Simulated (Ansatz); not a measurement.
Consider the ligand exchange at the Si–N bond: `BN([SiH3])[SiH2][SiH3]` + `BN[SiH3]` → `BN([SiH3])[SiH3]` + `BN[SiH2][SiH3]`.

Calculated with Ansatz (gas phase, PBE0-D4/def2-TZVP geometries, no zero-point term in ΔE). CBS: MP2 limit from def2 TZ/QZ plus the TZ coupled-cluster correction, frozen cores. Functionals use def2-TZVPP. One conformer a species, not always the lowest.

```csv
level,ΔE (kcal/mol)
BHLYP-D4,0.6
r2SCAN,0.4
BHLYP,-0.1
RPA@PBE/def2-TZVPP,0.7
HF/def2-SVP,-0.2
MP2/def2-SVP,0.9
MP2/def2-QZVPP,0.8
HF/CBS(def2),-0.6
```

What does CCSD(T)/CBS give? (Estimate.)

Ansatz gave: +0.7 kcal/mol. The listed levels differ from it by -0.1, -0.3, -0.8, 0.0, -0.9, 0.2, 0.1, -1.3 kcal/mol.

Largest T1 diagnostic among the species: 0.013.

The D4 term adds +0.8 kcal/mol with B3LYP and +0.4 kcal/mol with PBE0; it sums over pairs of atoms, weighted by their polarisabilities, and B3LYP, whose exchange is more repulsive, gets the larger term. Leaving LDA and LC-ωPBE aside and taking each functional with its dispersion term where it has one, the values, not all of them listed here, spread over 0.6 kcal/mol, from B2PLYP to ωB97M-V. LDA lies +1.0 kcal/mol from PBE without D4.

B3LYP here is the variant with VWN-RPA as its local correlation; programs differ in this.

CCSD(T)/CBS has its own doubt, a few kJ/mol and more with outer-core shells, so smaller differences from it don't rank the levels.
